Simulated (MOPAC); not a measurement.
MOPAC input (PM7):

```
PM7 1SCF UHF MS=0.5 GEO-OK AUX(PRECISION=9) THREADS=1
C3H10GeN

C    -2.31861300 1   -0.29828900 1   -0.58727500 1
C    -1.33842400 1    0.79735600 1   -0.81059500 1
N    -0.13097700 1    0.82092800 1   -0.12818400 1
C     0.71634200 1    1.97507200 1   -0.39230600 1
Ge    0.70065000 1   -0.74948800 1    0.43602100 1
H    -2.68133700 1   -0.34852500 1    0.45176900 1
H    -3.18748800 1   -0.15510000 1   -1.22969200 1
H    -1.90659600 1   -1.28712200 1   -0.82095700 1
H    -1.69431300 1    1.76522700 1   -1.14392900 1
H     0.14406700 1    2.89387600 1   -0.23489100 1
H     1.56504800 1    1.98760800 1    0.29086000 1
H     1.09770300 1    1.98819800 1   -1.42142800 1
H     1.93067100 1   -0.28306000 1    1.22798700 1
H    -0.26656100 1   -1.54058300 1    1.32556000 1
H     1.13900200 1   -1.62822300 1   -0.75960200 1
```

Output:

```
 *******************************************************************************
 **                                                                           **
 **                              MOPAC v23.2.5                                **
 **                                                                           **
 *******************************************************************************
 ** MOPAC's Digital Object Identifier: https://doi.org/10.5281/zenodo.6511958 **
 **                                                                           **
 ** Please cite the open-source release paper for use of this MOPAC version:  **
 ** J. E. Moussa and J. J. P. Stewart (2026)                                  **
 ** MOPAC: An open-source semiempirical molecular orbital program             **
 ** J. Open Source Softw., 11(119), 8025, https://doi.org/10.21105/joss.08025 **
 *******************************************************************************

                              PM7 CALCULATION RESULTS

 *******************************************************************************
 *  PM7        - The PM7 Hamiltonian to be used
 *  GEO-OK     - OVERRIDE INTERATOMIC DISTANCE AND OTHER SAFETY CHECKS
 *  UHF        - UNRESTRICTED HARTREE-FOCK CALCULATION
 *  MS=        - IN MECI, MAGNETIC COMPONENT OF SPIN =  0.5
 *  1SCF       - DO 1 SCF AND THEN STOP
 *  AUX        - OUTPUT AUXILIARY INFORMATION
 *******************************************************************************
PM7 1SCF UHF MS=0.5 GEO-OK AUX(PRECISION=9) THREADS=1
 C3H10GeN

   ATOM   CHEMICAL          X               Y               Z
  NUMBER   SYMBOL      (ANGSTROMS)     (ANGSTROMS)     (ANGSTROMS)

     1       C         -2.31861300  *  -0.29828900  *  -0.58727500  *
     2       C         -1.33842400  *   0.79735600  *  -0.81059500  *
     3       N         -0.13097700  *   0.82092800  *  -0.12818400  *
     4       C          0.71634200  *   1.97507200  *  -0.39230600  *
     5      Ge          0.70065000  *  -0.74948800  *   0.43602100  *
     6       H         -2.68133700  *  -0.34852500  *   0.45176900  *
     7       H         -3.18748800  *  -0.15510000  *  -1.22969200  *
     8       H         -1.90659600  *  -1.28712200  *  -0.82095700  *
     9       H         -1.69431300  *   1.76522700  *  -1.14392900  *
    10       H          0.14406700  *   2.89387600  *  -0.23489100  *
    11       H          1.56504800  *   1.98760800  *   0.29086000  *
    12       H          1.09770300  *   1.98819800  *  -1.42142800  *
    13       H          1.93067100  *  -0.28306000  *   1.22798700  *
    14       H         -0.26656100  *  -1.54058300  *   1.32556000  *
    15       H          1.13900200  *  -1.62822300  *  -0.75960200  *

          CARTESIAN COORDINATES

    NO.       ATOM           X           Y           Z

     1         C         -2.3186     -0.2983     -0.5873
     2         C         -1.3384      0.7974     -0.8106
     3         N         -0.1310      0.8209     -0.1282
     4         C          0.7163      1.9751     -0.3923
     5        Ge          0.7007     -0.7495      0.4360
     6         H         -2.6813     -0.3485      0.4518
     7         H         -3.1875     -0.1551     -1.2297
     8         H         -1.9066     -1.2871     -0.8210
     9         H         -1.6943      1.7652     -1.1439
    10         H          0.1441      2.8939     -0.2349
    11         H          1.5650      1.9876      0.2909
    12         H          1.0977      1.9882     -1.4214
    13         H          1.9307     -0.2831      1.2280
    14         H         -0.2666     -1.5406      1.3256
    15         H          1.1390     -1.6282     -0.7596

 General Reference for PM7:
 "Optimization of Parameters for Semiempirical Methods VI: More Modifications to the
 NDDO Approximations and Re-optimization of Parameters", J. J. P. Stewart, J. Mol. Mod., 1:32, 19 (2013)
 https://link.springer.com/article/10.1007/s00894-012-1667-x

           Empirical Formula: C3 H10 N Ge  =    15 atoms

      MOLECULAR POINT GROUP   :   C1

          UHF CALCULATION, NO. OF ALPHA ELECTRONS =   16
                           NO. OF BETA  ELECTRONS =   15

 -------------------------------------------------------------------------------
 PM7 1SCF UHF MS=0.5 GEO-OK AUX(PRECISION=9) THREADS=1
 C3H10GeN

     1SCF WAS SPECIFIED, SO BFGS WAS NOT USED
     SCF FIELD WAS ACHIEVED

                              PM7 CALCULATION
                                                       MOPAC v23.2.5 Linux

          FINAL HEAT OF FORMATION =         27.78844 KCAL/MOL =     116.26684 KJ/MOL

          COSMO AREA              =        143.23 SQUARE ANGSTROMS
          COSMO VOLUME            =        138.57 CUBIC ANGSTROMS

          IONIZATION POTENTIAL    =          6.845816 EV
          ALPHA SOMO LUMO (EV)    =         -6.846 -0.295
          BETA  SOMO LUMO (EV)    =         -9.165 -0.222
          NO. OF ALPHA ELECTRONS  =         16
          NO. OF BETA  ELECTRONS  =         15
          MOLECULAR WEIGHT        =        132.7087         POINT GROUP:  C1

          MOLECULAR DIMENSIONS (Angstroms)

            Atom       Atom       Distance
            H    13    H     7     5.67909
            H    10    H    14     4.70148
            H    15    H     6     2.99408

          SCF CALCULATIONS        =          1

   ATOM   CHEMICAL          X               Y               Z
  NUMBER   SYMBOL      (ANGSTROMS)     (ANGSTROMS)     (ANGSTROMS)

     1       C         -2.31861300  *  -0.29828900  *  -0.58727500  *
     2       C         -1.33842400  *   0.79735600  *  -0.81059500  *
     3       N         -0.13097700  *   0.82092800  *  -0.12818400  *
     4       C          0.71634200  *   1.97507200  *  -0.39230600  *
     5      Ge          0.70065000  *  -0.74948800  *   0.43602100  *
     6       H         -2.68133700  *  -0.34852500  *   0.45176900  *
     7       H         -3.18748800  *  -0.15510000  *  -1.22969200  *
     8       H         -1.90659600  *  -1.28712200  *  -0.82095700  *
     9       H         -1.69431300  *   1.76522700  *  -1.14392900  *
    10       H          0.14406700  *   2.89387600  *  -0.23489100  *
    11       H          1.56504800  *   1.98760800  *   0.29086000  *
    12       H          1.09770300  *   1.98819800  *  -1.42142800  *
    13       H          1.93067100  *  -0.28306000  *   1.22798700  *
    14       H         -0.26656100  *  -1.54058300  *   1.32556000  *
    15       H          1.13900200  *  -1.62822300  *  -0.75960200  *

                             CARTESIAN COORDINATES

   1    C       -2.318613000    -0.298289000    -0.587275000
   2    C       -1.338424000     0.797356000    -0.810595000
   3    N       -0.130977000     0.820928000    -0.128184000
   4    C        0.716342000     1.975072000    -0.392306000
   5   Ge        0.700650000    -0.749488000     0.436021000
   6    H       -2.681337000    -0.348525000     0.451769000
   7    H       -3.187488000    -0.155100000    -1.229692000
   8    H       -1.906596000    -1.287122000    -0.820957000
   9    H       -1.694313000     1.765227000    -1.143929000
  10    H        0.144067000     2.893876000    -0.234891000
  11    H        1.565048000     1.987608000     0.290860000
  12    H        1.097703000     1.988198000    -1.421428000
  13    H        1.930671000    -0.283060000     1.227987000
  14    H       -0.266561000    -1.540583000     1.325560000
  15    H        1.139002000    -1.628223000    -0.759602000

           Empirical Formula: C3 H10 N Ge  =    15 atoms

      MOLECULAR POINT GROUP   :   C1

          ALPHA EIGENVALUES
 -34.83386 -26.10485 -23.48477 -20.23734 -17.34291 -16.08850 -15.15785 -15.01995
 -13.76367 -12.89592 -12.53703 -12.05047 -11.61694 -11.27402 -10.25375  -6.84582
  -0.29470   1.33926   1.39091   3.42674   4.51931   5.20797   5.53838   5.69866
   5.92130   6.02871   6.31987   6.63968   6.82372   7.29433

           BETA EIGENVALUES
 -34.50715 -25.99421 -23.41551 -20.00914 -17.23954 -15.96119 -14.93849 -14.86554
 -13.57573 -12.83362 -12.44485 -11.95690 -11.57703 -11.15938  -9.16517  -0.22165
   1.28524   1.36366   2.13439   3.54336   4.63502   5.41514   5.63809   5.73771
   5.97752   6.13074   6.47509   6.80762   6.97459   7.33735

              NET ATOMIC CHARGES AND DIPOLE CONTRIBUTIONS

  ATOM NO.   TYPE          CHARGE      No. of ELECS.   s-Pop       p-Pop
    1          C          -0.429284        4.4293     1.04366     3.38563
    2          C          -0.150563        4.1506     1.08565     3.06492
    3          N          -0.467333        5.4673     1.59622     3.87111
    4          C          -0.238873        4.2389     1.05312     3.18575
    5         Ge          -0.040630        4.0406     1.01550     3.02513
    6          H           0.150575        0.8494     0.84942
    7          H           0.147618        0.8524     0.85238
    8          H           0.147740        0.8523     0.85226
    9          H           0.143583        0.8564     0.85642
   10          H           0.146168        0.8538     0.85383
   11          H           0.140262        0.8597     0.85974
   12          H           0.131322        0.8687     0.86868
   13          H           0.105243        0.8948     0.89476
   14          H           0.115993        0.8840     0.88401
   15          H           0.098179        0.9018     0.90182
 DIPOLE           X         Y         Z       TOTAL
 POINT-CHG.     1.576    -1.127     0.669     2.049
 HYBRID        -0.128     0.293    -0.184     0.369
 SUM            1.448    -0.833     0.484     1.739

          ATOMIC ORBITAL ELECTRON POPULATIONS

     Atom    s        px        py        pz
    1  C   1.04366   1.11241   1.10881   1.16441
    2  C   1.08565   0.87698   1.05277   1.13517
    3  N   1.59622   1.17404   1.15592   1.54114
    4  C   1.05312   1.06265   0.97872   1.14438
    5 Ge   1.01550   1.04212   0.88913   1.09388
    6  H   0.84942
    7  H   0.85238
    8  H   0.85226
    9  H   0.85642
   10  H   0.85383
   11  H   0.85974
   12  H   0.86868
   13  H   0.89476
   14  H   0.88401
   15  H   0.90182

                    (SZ)    =    0.500000
                    (S**2)  =    0.758170

          ATOMIC ORBITAL SPIN POPULATIONS

    Atom   Total    s     px     py     pz
         Atomic
    1  C -0.0327 -0.004 -0.009 -0.014 -0.006
    2  C  0.7669  0.031  0.078  0.100  0.558
    3  N  0.1886  0.025 -0.003  0.005  0.162
    4  C -0.0055 -0.001  0.001 -0.004 -0.001
    5 Ge  0.0479  0.004  0.010  0.029  0.005
    6  H  0.0242  0.024
    7  H  0.0023  0.002
    8  H  0.0101  0.010
    9  H -0.0204 -0.020
   10  H  0.0002  0.000
   11  H -0.0002 -0.000
   12  H  0.0084  0.008
   13  H -0.0002 -0.000
   14  H  0.0061  0.006
   15  H  0.0042  0.004

 **********************
 *                    *
 * JOB ENDED NORMALLY *
 *                    *
 **********************

 == MOPAC DONE ==
```

The geometry given is a B3LYP-D3(BJ)/def2-TZVP minimum.
